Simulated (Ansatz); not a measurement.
System: C4H4NS, net charge 0, doublet state. It need not be the lowest isomer of its formula. 
Coordinates optimised at B3LYP-D3(BJ)/def2-TZVP (Ansatz, an electronic-structure program):
SMILES: c1cc([NH])cs1
```xyz
10

N     -2.2537    -0.8406    -0.0125
C     -0.9858    -0.4635     0.0052
C      0.2055    -1.2906     0.1540
C      1.3523    -0.5833     0.1291
S      1.0698     1.1238    -0.0751
C     -0.6140     0.8954    -0.1291
H     -2.3152    -1.8538     0.0978
H      0.1598    -2.3642     0.2719
H      2.3633    -0.9467     0.2175
H     -1.2965     1.7195    -0.2535
```
Charge 0, spin multiplicity 2.

Atomisation energy built up term by term with Ansatz (kcal/mol; UHF references for open shells; valence terms freeze the core; atomic spin-orbit terms are left out). Basis-set limits of correlation are two-point, X^-3; Hartree-Fock from the larger set.

The UHF reference is spin-contaminated (<S^2> 0.37 over the pure value in the largest basis). 

```json
[
 {"term": "Hartree-Fock", "basis": "cc-pV(Q+d)Z", "kcal/mol": "726.50"},
 {"term": "CCSD correlation", "basis": "CBS(cc-pV(T+d)Z,cc-pV(Q+d)Z)", "kcal/mol": "(withheld)"},
 {"term": "(T)", "basis": "CBS(cc-pV(T+d)Z,cc-pV(Q+d)Z)", "kcal/mol": "(withheld)"},
 {"term": "core correlation", "basis": "cc-pwCVTZ", "kcal/mol": "5.50"},
 {"term": "scalar relativity (X2C)", "basis": "cc-pVTZ-DK against cc-pVTZ", "kcal/mol": "-1.21"},
 {"term": "sum: De", "basis": "", "kcal/mol": "(withheld)"}
]
```

Q: Complete the blanks.

A: 
- CCSD correlation, kcal/mol: 280.24
- (T), kcal/mol: 26.86
- sum: De, kcal/mol: 1037.9
